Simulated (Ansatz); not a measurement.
H$_{4}$MoN$_{2}$S$_{2}$ (`[NH2][Mo]([NH2])(=[S])=[S]`), relaxed with RKS PBE-D4/def2-SVP in Ansatz from a rough embedded geometry. The force threshold is 0.03 eV/Å; the program also tests the step.

The species carries charge 0 and has multiplicity 1. Mo: def2 effective core potential.

Start:

```xyz
9

N    -0.926   -0.692   -1.391
Mo   -0.289    0.356    0.260
N     1.713   -0.173    0.657
S    -0.421    2.364   -0.033
S    -1.489   -0.099    1.871
H    -0.352   -0.435   -2.241
H    -1.918   -0.362   -1.640
H     1.694   -1.215    0.928
H     1.989    0.257    1.588
```

Question: How much energy does the relaxation release, and in how many steps? (Estimate.)

Answer: Computed: 114.69 kJ/mol, in 9 steps, 1 of them rejected.

Question: Which bonds change most? (An estimate is asked.)

Answer: The calculation gave: Mo2–N3 from 2.108 to 1.931 Å; N1–Mo2 from 2.057 to 1.931 Å; Mo2–S4 from 2.034 to 2.136 Å; Mo2–S5 from 2.059 to 2.136 Å.

Question: Give the relaxed structure. (Best estimate.)

Answer: The calculation gave: 
```xyz
9

N    -0.864   -0.323   -1.382
Mo   -0.340    0.408    0.327
N     1.371   -0.284    0.896
S    -0.140    2.523    0.103
S    -1.802   -0.195    1.762
H    -0.585    0.070   -2.287
H    -1.403   -1.187   -1.497
H     1.493   -1.159    1.414
H     2.271    0.147    0.664
```
